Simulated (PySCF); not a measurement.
Ligands exchanged one at a time, Al Br-OH. All species are isolated molecules in the gas phase. One relaxed conformer stands for each flexible species; it need not be the lowest. Strings in code marks are SMILES.

Quantity: vertical ionisation energy (energy after one electron is removed minus that of the parent at the parent's geometry), in eV.

Case: `[OH][Al]([OH])[OH]`. Geometry of `[OH][Al]([OH])[OH]` (neutral, multiplicity 1, Å):

```xyz
7

O      1.6426     0.3201    -0.2505
Al     0.0030     0.0058     0.0049
O     -1.0935     1.2846     0.1251
O     -0.5392    -1.5878     0.1402
H      2.2927    -0.3764    -0.3230
H     -0.8251     2.1987     0.0524
H     -1.4583    -1.8070     0.2824
```

**Question.** What vertical ionisation energy (energy after one electron is removed minus that of the parent at the parent's geometry) does B3LYP/6-31G* // PBE0-D4/def2-TZVP (PySCF) give?

**Answer.** 10.96 eV.
